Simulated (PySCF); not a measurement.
**Excitation energy of C by level of theory**

C [He] 2s2 2p2 (3P) → C [He] 2s1 2p3 (5S), as a difference of total energies. Computed with PySCF 2.14 in def2-TZVPPD (6s3p3d1f, 37 functions), with no relativity, point nucleus. Correlated levels: valence: 1s2 frozen. The calculations carry no spin-orbit coupling.

```
           method  excitation energy (eV)
              UHF                   2.571
    MP2 (valence)                   3.653
SCS-MP2 (valence)                   4.201
   CCSD (valence)                   4.022
CCSD(T) (valence)                   4.070
  CCSDT (valence)                   4.082
```

Errors of the correlated levels include the incompleteness of this basis and the frozen core.

**Question.** Which method comes closest to the reference value, and which is furthest?

**Answer.** The reference is 4.179 eV (measured; NIST levels, between the centres of gravity of the two terms). Closest: SCS-MP2 (valence) (error 0.022 eV); furthest: UHF (error -1.608 eV).
